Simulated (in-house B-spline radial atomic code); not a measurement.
Values are calculated unless marked as measured or tabulated.
Mg ion on In atom: potential, deflection and energy transfer

The pair potential comes from two frozen, spherical free-atom densities (PBE, B-spline radial code, scalar-relativistic past argon): electrostatics plus the change in Thomas-Fermi kinetic and Dirac exchange energy where they overlap, the recipe behind the universal ZBL potential, which averages such potentials (from solid-state densities) over many pairs. It is written V = (Z1 Z2 e²/r) φ(r/a), with e² = 14.3996 eV·Å and a = 0.46850 Å/(Z1^0.23 + Z2^0.23); ZBL's fit is φ = 0.18175 e^(−3.1998x) + 0.50986 e^(−0.94229x) + 0.28022 e^(−0.4029x) + 0.02817 e^(−0.20162x). Where φ falls below 4e-4 it is continued as an exponential.

Masses 24.3 and 114.82 u.

```
x = r/a  φ, this pair     φ, ZBL
    0.1        0.8869     0.8928
   0.25        0.7641     0.7647
    0.5        0.6129     0.6096
      1        0.4215     0.4164
    1.5        0.3046     0.2995
      2        0.2276     0.2218
      3        0.1359     0.1292
      4       0.08463    0.08026
      5       0.05445    0.05224
    6.5       0.03033    0.02914
      8       0.01754    0.01705
     10      0.008669   0.008778
     12      0.004574    0.00474
   14.5      0.002265   0.002328
     17      0.001175   0.001212
     20     0.0005232  0.0005882
```

(1) At x = 2 the electrostatic, kinetic and exchange parts are 4276.6, 4630.56 and -232.49 eV. Find r, V and φ.

(2) The ion comes in at 92.38 keV with impact parameter 0.5553 Å. The scattering integral gives a centre-of-mass angle of 1.273° and a closest approach of 5.027 a. What are the reduced energy, the energy passed on and the laboratory angles?

Answers

(1) a = 0.46850/(1.7710 + 2.4476) = 0.11106 Å, so r = 0.22211 Å. V = 4276.6 + 4630.56 + (-232.49) = 8674.67 eV. The bare repulsion is 12 × 49 × 14.3996/0.22211 = 38120 eV, so φ = 0.2276, +2.6 % against ZBL's 0.2218. The kinetic (Pauli) term is 53 % of V here.

(2) ε = E a M2/(Z1 Z2 e² (M1 + M2)) = 92380 × 1.0825e-05 = 1. The most that one collision can pass on is γE with γ = 4 M1 M2/(M1 + M2)² = 0.5766. Here T = γE sin²(θ/2) = 0.5766 × 92380 × 0.0001233 = 6.571 eV. The ion turns by arctan(sin θ/(cos θ + M1/M2)) = 1.1°, and the struck atom leaves at (180° − θ)/2 = 89.4°. The closest approach is 0.558 Å. With ZBL the angle would be 1.22° and T = 6.004 eV.
